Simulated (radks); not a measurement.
Results of a calculation; reference values are marked as such.
Q: Ionisation of the sulfur ion S+, [Ne] 3s2 3p3, to S2+, [Ne] 3s2 3p2, under several functionals. Dirac Kohn-Sham, spin-unpolarised, spherical densities, point nucleus; open shells fill j = l - 1/2 first; a radial shooting solver on a logarithmic mesh with Libxc functionals. Known Delta-SCF values: PW91 22.291 eV. What does exchange-only LDA give, and what is its highest occupied eigenvalue?

A: 20.968 eV by Delta-SCF; the 3p3/2 eigenvalue is -15.527 eV. NIST: 23.338 eV (measured).

Beside tabulated values, note that spin-unpolarised runs miss the spin-polarisation part of the exchange energy of open shells.
